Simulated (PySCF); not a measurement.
Gas-phase reaction: TiCl4 + 3 H2O2 → TiCl2(OH)2 + 2 HO2 + 2 HCl

Method: PySCF energies plus ideal-gas RRHO corrections (1 bar). † marks an energy on the PBE0/def2-TZVP geometry and frequencies. Open shells (unrestricted): HO2 (multiplicity 2); the rest are closed-shell singlets. TiCl2(OH)2: computed as isolated molecules; such fragments, hydroxides, amides, oligomers or adducts are transient or little studied in the gas.

HF/def2-TZVP† gives ΔH°(298 K) = -229 kJ.

What do ωB97M-V/def2-TZVP†, BLYP/def2-TZVP†, r2SCAN/def2-TZVP† give?

ωB97M-V/def2-TZVP†: -54 kJ; BLYP/def2-TZVP†: -67 kJ; r2SCAN/def2-TZVP†: -66 kJ. For scale, ΔH°(298 K) is -229 kJ at this level, -54 kJ at ωB97M-V/def2-TZVP†, and runs from -256 to 273 kJ over the 19 levels computed.
